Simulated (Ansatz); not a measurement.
C$_{4}$H$_{7}$F, singlet, at a GFN2-xTB geometry; Ansatz (a first-principles code) with MP2/def2-TZVPPD.

Ansatz was given this input:
Ansatz 0.2 input:
```yaml
crystal:
  periodic: [false, false, false]
  atoms:
    - {symbol: C, position_ang: [1.78962829, -0.41242252, 0.31857755]}
    - {symbol: C, position_ang: [0.32537471, -0.20574735, 0.08799291]}
    - {symbol: C, position_ang: [-0.55400863, -1.40603432, 0.25408610]}
    - {symbol: C, position_ang: [-0.14385734, 0.98531116, -0.24457684]}
    - {symbol: F, position_ang: [-1.45771095, 1.21393072, -0.46140560]}
    - {symbol: H, position_ang: [2.34639983, 0.50951112, 0.17616565]}
    - {symbol: H, position_ang: [1.96042981, -0.77336964, 1.33193599]}
    - {symbol: H, position_ang: [2.17313532, -1.16464645, -0.36948701]}
    - {symbol: H, position_ang: [-1.59407274, -1.15526810, 0.06639240]}
    - {symbol: H, position_ang: [-0.24956640, -2.19086645, -0.43738242]}
    - {symbol: H, position_ang: [-0.46251024, -1.79915123, 1.26594696]}
    - {symbol: H, position_ang: [0.44276080, 1.88177245, -0.37739954]}
basis:
  gaussian:
    orbitals: def2-TZVPPD.json
magnetization: {spin_polarized: false}
correlation: {method: mp2}
```
The basis file holds def2-TZVPPD in the JSON format of the Basis Set Exchange.

The log (banner, timings and long lists left out):

```
Functional definition: HF
1790 factors; integrals over basis functions are off by at most 1.0e-3 eV
mean field evaluation 1: about -6937.2151 eV, gradient 3.6e1 eV
mean field evaluation 2: about -6937.3411 eV, gradient 3.6e1 eV
mean field evaluation 4: about -6940.6900 eV, gradient 4.6e0 eV
mean field evaluation 8: about -6940.7568 eV, gradient 2.4e-1 eV
mean field evaluation 16: about -6940.7571 eV, gradient 2.4e-6 eV
mean field -6940.75714303 eV, -255.0681203923 hartree, gradient 2.4e-6 eV, S^2 0.000000; 0 other end points of the search recorded, 0 dependent functions left out
5 core orbitals not correlated
reference -6940.75714303 eV, -255.0681203923 hartree; 15, 15 occupied and 287, 287 virtual orbitals, 1790 factors
second order -25.19134015 eV of doubles, -0.00000000 eV of singles
Total energy: -6965.94848318 eV, -255.9938850674 hartree
```
